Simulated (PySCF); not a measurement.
AsI₂⁺, singlet: data card

These are results of PySCF, PBE0, basis As def2-TZVP, I def2-TZVP with ECP28 (scalar-relativistic core potentials, no spin–orbit coupling, density fitting), not measurements.

The structure is a minimum.

```xyz
3
charge 1 multiplicity 1, angstrom
As   -1.1289    0.0000    0.0000
I     0.3334    1.9487    0.0000
I     0.3334   -1.9487    0.0000
```

* Point group: C2v
* Bond lengths: As–I 2.436 Å (×2)
* Bond angles: I–As–I 106.2°
* Enthalpy at 298.15 K above 0 K: 14.21 kJ/mol
* Principal polarisabilities: 51.6, 73.0, 142.5 bohr³
* Rotational symmetry number: 2
* Highest occupied level: -13.01 eV
* Dipole moment about the centre of mass: 0.91 D
* Heat capacity Cp at 298.15 K: 55.7 J/(mol K)
* Rotational constants: 0.1363, 0.01749, 0.0155 cm⁻¹
* Lowest empty level: -9.79 eV
* Zero-point energy: 3.9 kJ/mol
* Entropy at 298.15 K and 1 bar: 329.7 J/(mol K)
* Principal quadrupole moments (Buckingham, traceless) about the centre of mass: -10.04, -4.83, 14.87 D Å

Harmonic modes (masses in u: As 74.922, I 126.904):
```
symmetry  ω (cm⁻¹)  IR (km/mol)
      a1        88          0.2
      a1       276          6.3
      b2       293         51.1
```

In C2v the vibrations span 2a1 + b2. Here b1 is antisymmetric to the molecular plane and b2 lies in it.

Charges (e):
| atom | Mulliken | Löwdin | polar tensor | Mayer order to As1 |
| --- | --- | --- | --- | --- |
| As1 | 0.51 | 0.27 | 1.02 | – |
| I2,3 | 0.25 | 0.37 | -0.01 | 1.54 |

Mulliken populations on As1: s 7.91, p 14.35, d 10.21, f 0.02.

Outer orbital energies (eV). occupied: -25.26, -21.59, -16.10, -15.07, -14.61, -13.34, -13.11, -13.01; empty: -9.79, -7.34, -6.56, -1.70.

Counting electrons, arsenic keeps 2 of its valence electrons outside its bonds, so the VSEPR class is AX2E1 and the expected shape is bent (C2v), as computed.

Other isomers or separated fragments may lie lower.

The final relaxation and frequency run took 48 s on 4 threads of a shared Arm Neoverse V2 host, with 148 basis functions and 9 gradients; the process peaked at 1.2 GiB.
